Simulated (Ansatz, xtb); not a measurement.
**Relaxing a trial structure of C3H9AlO3**

The starting geometry of this gas-phase singlet was built from a drawn formula by distance geometry and a force field; its bonds are those of `C[C@H](O)[C@H](O)[AlH][OH]`.

```xyz
16

C     0.1529   -0.4943    1.4541
C    -0.2841    0.2588    0.2157
C    -1.5903   -0.3351   -0.3859
Al   -2.1685    0.6431   -2.0556
O    -0.4221    1.6084    0.5077
O    -1.4712   -1.7042   -0.6562
O    -2.3770   -0.3012   -3.6327
H     1.0382   -0.0682    1.8939
H     0.3464   -1.6030    1.2215
H    -0.6756   -0.5032    2.2183
H     0.5573    0.1536   -0.5822
H     0.4531    2.0096    0.5860
H    -2.3717   -0.1970    0.3488
H    -0.7378   -1.8549   -1.3457
H    -2.4577    2.1757   -1.9976
H    -3.3101   -0.6343   -3.6149
```

Problem. Where would you expect an optimisation with r2SCAN-D4/def2-SVP to take it?

Solution. A new bond forms, giving a structure given below by its coordinates. Contacts that close: Al4–O5 (3.25 → 1.98 Å).

The energy falls by 1.48 eV over 33 steps:

```json
{"step": "1", "E − E(last) (eV)": "1.482"}
{"step": "5", "E − E(last) (eV)": "0.727"}
{"step": "8", "E − E(last) (eV)": "0.470"}
{"step": "12", "E − E(last) (eV)": "0.177"}
{"step": "15", "E − E(last) (eV)": "0.118"}
{"step": "19", "E − E(last) (eV)": "0.079"}
{"step": "22", "E − E(last) (eV)": "0.043"}
{"step": "26", "E − E(last) (eV)": "0.008"}
{"step": "29", "E − E(last) (eV)": "0.000"}
{"step": "33", "E − E(last) (eV)": "0.000"}
```

Final geometry (Å):

```xyz
16

C    -0.1400    0.1055    1.4998
C    -0.1852   -0.3664    0.0647
C    -1.5136   -0.9543   -0.3651
Al   -2.0269    0.8022   -1.2388
O    -0.0827    0.8230   -0.8527
O    -1.2564   -1.9508   -1.3721
O    -2.3298    0.7494   -2.9311
H     0.7616    0.7054    1.7069
H    -0.1217   -0.7648    2.1729
H    -1.0273    0.7117    1.7445
H     0.6636   -1.0235   -0.1942
H     0.5740    1.4825   -0.5830
H    -2.0188   -1.4017    0.5135
H    -2.0354   -1.9791   -1.9413
H    -2.7089    2.0281   -0.4900
H    -1.8709    0.1866   -3.5590
```

From the same start GFN2-xTB reaches the same bonding as this run.

No frequencies were run, so the end isn't proven a minimum. Run with Ansatz 0.2.0, 2.3 min on 2 threads of Arm Neoverse V2 (shared host).
